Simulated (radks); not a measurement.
Spherical quantum dot in the effective-mass picture: electrons in a well V = -V0 / (1 + exp((r - R)/a)) with V0 = 60.2, R = 1.41, a = 0.075, with a point charge +2 (a donor) at the centre, all in effective atomic units (hartree* = m*/eps^2 hartree, bohr* = eps/m* bohr), one dielectric constant everywhere. Method: non-relativistic Kohn-Sham, LDA (Slater exchange, Perdew-Wang correlation), spin-polarised, spherical densities; computed with a radial shooting solver with Libxc functionals. Levels are named by radial order and angular momentum (1s, 1p, 1d, 2s, ...), and open shells are averaged over m.

N = 38, configuration 1s2 1p6 1d10 2s2 1f14 2p(up 2, down 0) 1g(up 2, down 0). This is the lowest configuration that the search found. Occupied and some empty levels:

| level | occupation | eigenvalue (hartree*) | <r> (bohr*) |
|---|---|---|---|
| 1s up | 1 | -24.267 | 0.8281 |
| 1s down | 1 | -24.154 | 0.8327 |
| 1p up | 3 | -22.413 | 0.9443 |
| 1p down | 3 | -22.323 | 0.9457 |
| 1d up | 5 | -19.878 | 1.003 |
| 1d down | 5 | -19.795 | 1.003 |
| 2s up | 1 | -18.196 | 0.6469 |
| 2s down | 1 | -18.037 | 0.6428 |
| 1f up | 7 | -16.634 | 1.046 |
| 1f down | 7 | -16.554 | 1.046 |
| 1g up | 2 | -12.739 | 1.082 |
| 2p up | 2 | -12.732 | 0.7781 |
| 1g down | 0 | -12.660 | 1.082 |
| 2p down | 0 | -12.570 | 0.7793 |
| 1h up | 0 | -8.2419 | 1.113 |
| 1h down | 0 | -8.1620 | 1.113 |
| 3s up | 0 | -7.6472 | 0.7537 |
| 2d up | 0 | -7.6048 | 0.8659 |
| 3s down | 0 | -7.5421 | 0.7539 |
| 2d down | 0 | -7.4714 | 0.8677 |

Energy (hartree*): total -1354.04, kinetic 304.89, external -2280.5, Hartree 668.50, exchange-correlation -46.977.

Electron density:

| r (bohr*) | n(r) (e/bohr*^3) |
|---|---|
| 0.0908 | 8.375 |
| 0.192 | 5.988 |
| 0.293 | 4.559 |
| 0.394 | 3.698 |
| 0.495 | 3.238 |
| 0.596 | 3.180 |
| 0.697 | 3.568 |
| 0.798 | 4.322 |
| 0.899 | 5.104 |
| 1.00 | 5.345 |
| 1.10 | 4.567 |
| 1.20 | 2.919 |
| 1.30 | 1.257 |
| 1.41 | 0.3412 |
| 1.51 | 0.06352 |
| 1.61 | 0.009955 |
| 1.71 | 0.001509 |
| 1.81 | 0.0002336 |
| 1.91 | 0.00003719 |
| 2.01 | 6.125e-06 |
